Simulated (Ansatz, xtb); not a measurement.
## CHFGaO: which of two isomers lies lower

Structure a is `F[CH][O][Ga]`, a doublet and structure b is `O=[CH][Ga][F]`, a doublet. Both are isolated molecules in the gas phase, relaxed with PBE0-D3(BJ)/def2-SVP; the shapes shown needn't be the lowest conformers.

a (Å):

```yaml
atoms:
  - { symbol: C, position_ang: [-0.3089, -0.8266, 0.9066] }
  - { symbol: F, position_ang: [-1.1897, -0.2666, 1.7683] }
  - { symbol: Ga, position_ang: [1.4456, 1.5208, 1.2623] }
  - { symbol: O, position_ang: [0.7152, -0.0759, 0.6171] }
  - { symbol: H, position_ang: [-0.8126, -1.3758, 0.0963] }
```

b (Å):

```xyz
5

C    -0.3316    0.7050    0.5222
F    -3.1963    0.5241    1.4152
Ga   -1.6535    0.0553    2.1758
O     0.8468    0.6310    0.4792
H    -0.9598    1.1359   -0.3118
```

Question: Estimate which is lower in electronic energy at CCSD(T)/def2-SVP + ΔMP2/def2-TZVPP, and by roughly how much.

Answer: The CCSD(T)/def2-SVP + ΔMP2/def2-TZVPP calculation puts structure b lower, by 9.2 kcal/mol.

The same difference at several levels:

```tsv
level	geometry	E(b) − E(a) (kcal/mol)	departure from the last row (kcal/mol)	job, with rough time for the two
PBE0-D3(BJ)/def2-SVP	PBE0-D3(BJ)/def2-SVP	−3.6	+5.6	optimisation, 4.8 min
HF/def2-SVP	PBE0-D3(BJ)/def2-SVP	+2.1	+11.3	part of the CCSD(T) run
MP2/def2-SVP	PBE0-D3(BJ)/def2-SVP	−9.1	+0.1	part of the CCSD(T) run
CCSD(T)/def2-SVP	PBE0-D3(BJ)/def2-SVP	−8.2	+1.1	single point
CCSD(T)/def2-SVP + ΔMP2/def2-TZVPP	PBE0-D3(BJ)/def2-SVP	−9.2		single point, 2.7 min
```

As drawn, b has 1 C=O, 1 C–Ga, 1 F–Ga in place of 1 C–F, 1 C–O, 1 Ga–O.

HF/def2-SVP puts the two in the other order. The largest departure from CCSD(T)/def2-SVP + ΔMP2/def2-TZVPP is that of HF/def2-SVP, 11.3 kcal/mol. Levels run at GFN2-xTB geometries aren't shown. The last row adds to CCSD(T) the change of the MP2 difference between the two basis sets, here −1.1 kcal/mol.

With harmonic frequencies from PBE0-D3(BJ)/def2-SVP (ideal gas, rigid rotor, one conformer each, 298.15 K, 1 atm): on the last row, ΔE + ΔZPE = −10.8 kcal/mol. A mode under 50 cm⁻¹ makes harmonic enthalpies and free energies unreliable, so none is given.

Open shells are spin-unrestricted. The correlated steps freeze 12 core orbitals; the filled d shell of Ga is correlated, in a basis made for valence electrons. Run with Ansatz 0.2.0; the last row on 1 thread of Intel(R) Xeon(R) Processor @ 2.50GHz (Skylake/Cascade Lake) on a shared host.
